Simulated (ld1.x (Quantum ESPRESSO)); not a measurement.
**What one change does to a pseudopotential (Hf, TM)**

ld1.x (Quantum ESPRESSO) 7.5 input, shortened:

```
&input
   title='Hf', zed=72., rel=1, dft='PBE', iswitch=3,
   config='[Xe] 4f14 5d2 6s1.5 6p0'
 /
 &inputp
   pseudotype=2, tm=.true., lloc=-1, rcloc=3.65,
   nlcc=.true., rcore=1.60
 /
3
6S  1  0   1.50   0.00  2.45  2.45  0.0
6P  2  1   0.00   0.00  3.90  3.90  0.0
5D  3  2   2.00   0.00  2.95  2.95  0.0
 &test
   configts(1)='5d2 6s1.5 6p0'
 /
```

All-electron outer shells of the reference configuration (PBE, scalar-relativistic, ld1.x):

| shell | level (eV) | outermost node (bohr) | outermost maximum (bohr) |
| --- | --- | --- | --- |
| 4f | -20.13 | – | 0.45 |
| 6s | -7.95 | 1.36 | 2.85 |
| 5d | -5.81 | 0.67 | 1.69 |
| 6p | -3.77 | 1.65 | 3.80 |

Change: all radii but the core radius scaled by about 1.36 (s 3.34, p 5.32, d 4.02 bohr); local potential all-electron potential smoothed inside 4.98 bohr (lloc = -1).

Cutoffs: the cutoffs (Ry, on a coarse ladder) from which the occupation-weighted sum of valence levels, in a spherical-Bessel basis at the reference potential, stays within 10 and 1 mRy of its value at 400 Ry; they do not see the model core or the augmentation charge, which bear on the density cutoff. Errors are all-electron minus pseudo energies relative to the spin-unpolarised reference configuration.

Task: Predict the effect on cutoff, ghosts and configuration errors.

Result: The potential gets softer (18 Ry and 25 Ry → 12 Ry and 15 Ry); of the 7 tests that both files solve, the error grows in 4 and shrinks in 2 by more than 15 % and 0.3 meV (median size 32.3 → 27.8 meV); neither file shows a bound ghost. A larger radius leaves more room for a smooth pseudo-wave, so fewer plane waves are needed.

```csv
quantity,base,changed
"cutoff, loose",18 Ry,12 Ry
"cutoff, tight",25 Ry,15 Ry
loose cutoff by channel (10 mRy a level),"s 6 Ry, d 18 Ry","s 6 Ry, d 12 Ry"
bound ghosts,none,none
"error for 5d2 6s2 6p0, meV [ΔE -3.25 eV]",+0.1,-7.5
"error for 5d2 6s1 6p0, meV [ΔE 4.72 eV]",-3.7,-14
"error for 5d2 6s0 6p0, meV [ΔE 18.90 eV]",-39,-148
"error for 5d2 6s0 6p2, meV [ΔE 4.61 eV]",-22,-17
"error for 5d1 6s2 6p1, meV [ΔE -1.29 eV]",-87,+28
"error for 5d1 6s0 6p0, meV [ΔE 40.70 eV]",-275,-321
"error for 5d3 6s1 6p0, meV [ΔE -0.66 eV]",-32,-35
```
